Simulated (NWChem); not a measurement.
System: CdHOF; SMILES [Cd]([OH])[F]

Output (shortened):

```
             Northwest Computational Chemistry Package (NWChem) 7.3.0
             --------------------------------------------------------

 CS  symmetry detected

                             Geometry "geometry" -> ""
                             -------------------------

 Output coordinates in angstroms (scale by  1.889725989 to convert to a.u.)

  No.       Tag          Charge          X              Y              Z
 ---- ---------------- ---------- -------------- -------------- --------------
    1 Cd                  48.0000     0.00330183     0.00971163     0.00000000
    2 F                    9.0000    -0.02595141     1.93398272     0.00000000
    3 O                    8.0000    -0.08980864    -1.94279098     0.00000000
    4 H                    1.0000     0.79354415    -2.32967491     0.00000000

 Effective nuclear repulsion energy (a.u.)     248.3425416362

      Symmetry information
      --------------------

 Group name             Cs
 Group number              2
 Group order               2
 No. of unique centers     4

                                 NWChem DFT Module
                                 -----------------

 Summary of "ao basis" -> "ao basis" (spherical)
 ------------------------------------------------------------------------------
       Tag                 Description            Shells   Functions and Types
 ---------------- ------------------------------  ------  ---------------------
 Cd                         def2-svp                11       31   5s3p2d1f
 F                          def2-svp                 6       14   3s2p1d
 O                          def2-svp                 6       14   3s2p1d
 H                          def2-svp                 3        5   2s1p

      Symmetry analysis of basis
      --------------------------

        a'         45
        a"         19

            General Information
            -------------------
          SCF calculation type: DFT
          Wavefunction type:  closed shell.
          No. of atoms     :     4
          No. of electrons :    38
           Alpha electrons :    19
            Beta electrons :    19
          Charge           :     0
          Spin multiplicity:     1
          Use of symmetry is: on ; symmetry adaption is: on
          Maximum number of iterations: 150
          AO basis - number of functions:    64
                     number of shells:    26
          Convergence on energy requested:  1.00D-06
          Convergence on density requested:  1.00D-05
          Convergence on gradient requested:  5.00D-04

              XC Information
              --------------
                     r^2SCAN0 Method XC Functional
                     Hartree-Fock (Exact) Exchange  0.250
               r^2SCAN metaGGA Exchange Functional  0.750
                     r^2SCAN Correlation Potential  1.000

             Grid Information
             ----------------
          Grid used for XC integration:  medium
          Radial quadrature: Mura-Knowles
          Angular quadrature: Lebedev.
          Tag              B.-S. Rad. Rad. Pts. Rad. Cut. Ang. Pts.
          ---              ---------- --------- --------- ---------
          Cd                  1.55      123           9.0       590
          F                   0.50       49          11.0       434
          O                   0.60       49           8.0       434
          H                   0.35       45          10.0       434
          Grid pruning is: on
          Number of quadrature shells:   266
          Spatial weights used:  Erf1

      Superposition of Atomic Density Guess
      -------------------------------------

 Sum of atomic energies:        -366.45663027

      Non-variational initial energy
      ------------------------------

 Total energy =    -341.375550
 1-e energy   =    -763.987840
 2-e energy   =     310.203393
 HOMO         =      -0.449257
 LUMO         =      -0.111541

      Symmetry analysis of molecular orbitals - initial
      -------------------------------------------------

  Numbering of irreducible representations:

     1 a'          2 a"

  Orbital symmetries:

     1 a'          2 a'          3 a'          4 a'          5 a'
     6 a"          7 a'          8 a'          9 a'         10 a'
    11 a"         12 a'         13 a"         14 a'         15 a"
    16 a'         17 a'         18 a'         19 a"         20 a'
    21 a'         22 a"         23 a'         24 a'         25 a'
    26 a'         27 a"         28 a'         29 a'

     ---------------------------------------------
      Total Density - Mulliken Population Analysis
     ---------------------------------------------

    Atom       Charge   Shell Charges
 -----------   ------   -------------------------------------------------------
    1 Cd  20    18.60  -0.37  1.61  0.75  0.36  0.12  5.95  0.14  0.05  9.13  0.84  0.00
    2 F    9     9.78   1.99  1.15  0.81  3.58  2.24  0.00
    3 O    8     8.95   1.99  1.11  0.69  3.09  2.07  0.00
    4 H    1     0.67   0.54  0.07  0.06

   convergence    iter        energy       DeltaE   RMS-Dens  Diis-err
 ---------------- ----- ----------------- --------- --------- ---------
 d= 0,ls=0.0,diis     1   -343.0556907350 -4.55D+02  2.85D-02  1.03D+00
 d= 0,ls=0.0,diis     2   -342.8561790043  2.00D-01  1.59D-02  3.30D+00
 d= 0,ls=0.0,diis     3   -343.1752210123 -3.19D-01  1.28D-03  5.66D-03
 d= 0,ls=0.0,diis     4   -343.1757408628 -5.20D-04  3.13D-04  5.13D-04
 d= 0,ls=0.0,diis     5   -343.1757871281 -4.63D-05  1.24D-04  1.35D-04
  Resetting Diis
 d= 0,ls=0.0,diis     6   -343.1757981367 -1.10D-05  3.97D-05  1.58D-05
 d= 0,ls=0.0,diis     7   -343.1757996159 -1.48D-06  1.75D-05  6.27D-07
 d= 0,ls=0.0,diis     8   -343.1757995149  1.01D-07  1.08D-05  1.78D-06
 d= 0,ls=0.0,diis     9   -343.1757996878 -1.73D-07  1.65D-06  1.13D-08

[...]
```

Level: r2SCAN0/def2-SVP with def2 effective core potentials on Cd. All runs use the structure optimised with PBE0/def2-SVP. def2 effective core potentials on Cd; no spin-orbit coupling.

Problem. Which NWChem input produces such a log?

Solution. One answer among several that fit: the input that was run:
```
start job
memory heap 200 mb stack 900 mb global 1100 mb
geometry units angstroms noautoz
  Cd    -0.427452     0.021850     0.000000
  F     -0.198617     1.932690     0.000000
  O     -0.781330    -1.900572     0.000000
  H      0.042221    -2.402324     0.000000
end
basis spherical
  * library def2-svp
end
ecp
  Cd library def2-ecp
end
dft
  xc r2scan0
  iterations 150
  mulliken
end
task dft energy
```
